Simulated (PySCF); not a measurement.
Job for PySCF: R-M06-2X/6-31G* on CH3FN2 (a complex), monomers drawn apart or pushed together.

```python
from pyscf import gto, scf, dft, mp
from pyscf.data.elements import chemcore

mol = gto.M(
    atom='''
    N    -0.43196087    0.02126841   -0.04456278
    N     0.49950556    0.05338491   -0.61087476
    C    -0.40954606   -0.51960541    3.12274367
    F     0.80764324   -0.49325522    2.45030673
    H    -1.20925271   -0.33543314    2.40493474
    H    -0.53413314   -1.50058107    3.58294784
    H    -0.40345203    0.25714501    3.88841137
    ''',
    basis='6-31g*',
    cart=True,
    charge=0, spin=0, verbose=3, max_memory=1800)
mf = dft.RKS(mol, xc='m062x')
mf.conv_tol = 1e-8
mf.max_cycle = 100
mf.kernel()
if not mf.converged:
    mf = mf.newton().run(mf.mo_coeff, mf.mo_occ)
```

**Question.** What total energy does the run end on?

**Answer.** -249.1609 hartree.
